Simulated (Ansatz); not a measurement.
Ansatz (a quantum-chemistry and plane-wave program) job for (Z)-1-bromobut-1-en-3-yne (C₄H₃Br), SMILES C#C/C=C\Br, PBE/def2-SVPD. The structure is a stationary point at B3LYP-D3(BJ)/def2-SVP.

Ansatz 0.2 input:
```yaml
crystal:
  periodic: [false, false, false]
  atoms:
    - {symbol: C, position_ang: [-1.00521014, 2.78877939, 0.00000000]}
    - {symbol: C, position_ang: [-0.01719436, 2.08291758, 0.00000000]}
    - {symbol: C, position_ang: [1.15852618, 1.28739823, 0.00000000]}
    - {symbol: C, position_ang: [1.21261322, -0.05630411, 0.00000000]}
    - {symbol: Br, position_ang: [-0.29959308, -1.17823324, 0.00000000]}
    - {symbol: H, position_ang: [-1.88547175, 3.40339705, 0.00000000]}
    - {symbol: H, position_ang: [2.11952106, 1.81613869, 0.00000000]}
    - {symbol: H, position_ang: [2.15929924, -0.59811893, 0.00000000]}
basis:
  gaussian:
    orbitals: def2-SVPD
hamiltonian:
  xc: {name: PBE}
```

Log of the run:

```
WARN ansatz: RAYON_NUM_THREADS=1 ignored (pool sized by the plan → 1); use --threads N
Functional definition: PBE
integrals: 0.08 GiB planned
1307 factors; their error is unknown
mean field: 0.51 GiB planned
mean field evaluation 1: about -74202.0783 eV, gradient 6.3e1 eV
mean field evaluation 2: about -74175.2603 eV, gradient 1.1e2 eV
mean field evaluation 4: about -74211.4386 eV, gradient 2.8e1 eV
mean field evaluation 8: about -74213.3776 eV, gradient 9.1e-2 eV
mean field evaluation 16: about -74213.3144 eV, gradient 4.8e-5 eV
mean field -74213.31440296 eV, -2727.2890007176 hartree, gradient 4.8e-5 eV, S^2 0.000000; 0 other end points of the search recorded, 0 dependent functions left out
reference -74213.31445563 eV, -2727.2890026531 hartree; 31, 31 occupied and 114, 114 virtual orbitals, 1307 factors
Total energy: -74213.31445563 eV, -2727.2890026531 hartree
```

The calculation finished and met its thresholds.

Cost: about 3 core-seconds (a rough figure).
